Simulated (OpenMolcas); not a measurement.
## neutral boron: effect of the IPEA shift

| Quantity | Value |
| --- | --- |
| Program | OpenMolcas |
| Basis | ANO-RCC-VTZP [4s3p2d1f] |
| Scalar Hamiltonian | DKH2, point nucleus |
| Active space | 3 electrons in 8 orbitals (2s 2p 3s 3p) |
| State averaging | 2S+1 = 4 odd, 1 root (0 in the spin-orbit step); 2S+1 = 2 odd, 3 roots; 2S+1 = 4 even, 3 roots; 2S+1 = 2 even, 6 roots |
| Spin-orbit coupling | state interaction with AMFI integrals over the reference wave functions, term energies averaged over their components |

Methods on the same reference wave functions:
A. CASSCF
B. SS-CASPT2, IPEA 0 Eh, imaginary shift 0.1 Eh (closed shells correlated: 1s)
C. SS-CASPT2, IPEA 0.25 Eh, imaginary shift 0.1 Eh (closed shells correlated: 1s)

Energies in cm-1 above 2s2 2p 2P* 1/2, the measured ground level; measured values from NIST Handbook of Basic Atomic Spectroscopic Data.

| Level | A | B | C | Measured |
| --- | --- | --- | --- | --- |
| 2s2 2p 2P* 1/2 | 0.0 | 0.0 | 0.0 | 0.0 |
| 2s2 2p 2P* 3/2 | 13.1 | 13.1 | 13.1 | 15.3 |
| 2s 2p2 4P 1/2 | 25382 | 27880 | 27670 | 28870 |
| 2s 2p2 4P 3/2 | 25388 | 27880 | 27670 | 28875 |
| 2s 2p2 4P 5/2 | 25396 | 27890 | 27680 | 28881 |
| 2s 2p2 2D 3/2 | 53947 | 48520 | 49030 | 47857 |
| 2s 2p2 2D 5/2 | 53949 | 48520 | 49030 | 47857 |
| 2s 2p2 2S 1/2 | 64854 | 64130 | 63990 |  |

Deviations, from unrounded energies. A percentage is the sum of absolute deviations over the sum of measured energies, with the sign that they share, or ± where signs differ.

```tsv
Against measurement	Levels	A	B	C
mean absolute deviation (cm-1)	6	3800	720	990
fine structure of the ground term (%)	1	-14.0	-14.0	-14.0
other configurations (%)	5	±12.4	±2.4	±3.3
```

B lies closest to measurement on these levels and A furthest from it. The largest miss of B in the table is 2s 2p2 4P 1/2, by -990 cm-1. The ranking rests on the paired levels alone, and a cruder setting can come out closer through cancelling errors.

Between B and C the level of the table that moves most is 2s 2p2 2D 3/2, by 520 cm-1 (lowest in B, highest in C). Moves below CASPT2's spread within the term are not significant.

The lowest spin-free term lies below A's lowest term by 0.047 hartree in B, 0.045 hartree in C.

CASPT2 does not keep the components of a term degenerate, so their means are used; among the terms shown or strongly mixed into the levels shown the widest spread is 18 cm-1 (2s 2p2 2D, C). Active for correlation alone: 3p 3s; no level in the range computed is led by a configuration that fills them, so any true level of that kind is missing. Without dynamic correlation excited terms often stand tens of per cent too high (terms of higher spin than the ground term too low), and those without a measured partner can miss by more than the paired ones (holds for A). Computed and measured levels are paired by configuration, term and J; levels that our copy of the source lacks, or whose pairing is in doubt (as where it misses far off the trend of its configuration), stay unpaired and out of the deviations. Only configurations of the active space appear.

* marks odd parity.
